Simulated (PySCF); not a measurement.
# Relaxation of doublet TaN(OH)

Computed with UPBE0/[Ta def2-TZVP with ECP60, N def2-TZVP, O def2-TZVP, H def2-TZVP], scalar-relativistic core potentials, density fitting, no spin–orbit coupling, PySCF. A (50,194) grid was used.

A hand-made bent (heavy-atom frame) start, with no symmetry imposed:

Coordinates in bohr (charge 0 multiplicity 2):
```
Ta    0.0739   -0.0066   -0.3181
N     2.9530   -0.0066    1.6980
O    -3.1614   -0.0066    1.9473
H    -4.1166    1.3831    2.6161
```

Optimiser trace:
```csv
step,E − E(last) (kJ/mol),largest gradient (Eh/bohr)
0,143.12,0.10974
1,53.43,0.02123
2,33.60,0.04072
3,31.42,0.04953
4,17.79,0.03731
5,15.30,0.02936
6,6.15,0.01218
7,3.06,0.01231
8,1.39,0.01275
9,0.81,0.01272
10,0.23,0.00338
11,0.12,0.00095
12,0.05,0.00102
13,0.00,0.00031
14,0.00,0.00003
```

It ends at Cs with O–H 0.960 Å, Ta–N 1.689 Å, Ta–O 1.894 Å; H–O–Ta 120.4°, N–Ta–O 104.1°. A frequency run shows a minimum.

Final geometry:
```xyz
4
charge 0 multiplicity 2, angstrom
Ta    0.0568   -0.0648   -0.1460
N     1.2089    0.3761    1.0075
O    -1.5989    0.3573    0.6717
H    -1.6228    0.7348    1.5543
```

Open d and f shells are described by one determinant, and the ground state may have another occupation or spin. Spin–orbit coupling, left out here, can matter for elements this heavy.

The relaxation took 27 s on 4 threads of a shared Arm Neoverse V2 host, with 108 basis functions and 15 gradients; the process peaked at 0.66 GiB.
